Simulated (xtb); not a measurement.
Os(CO)3 (C₃O₃Os), SMILES [C-](#[O+])->[Os](<-[C-]#[O+])<-[C-]#[O+], multiplicity 1. All values are semi-empirical tight-binding results from xtb (GFN2-xTB unless named), good for trends rather than for accurate numbers. Geometry optimised at GFN2-xTB. The spin state was assumed, not searched.

For metal compounds this method's bond lengths and energies can be far off.

Computed properties:
point group as xtb finds it: Cs
orbital gap: 0.97 eV
zero-point energy: 14.3 kcal/mol
G − E(el) at 298.15 K (modified RRHO): -7.9 kcal/mol
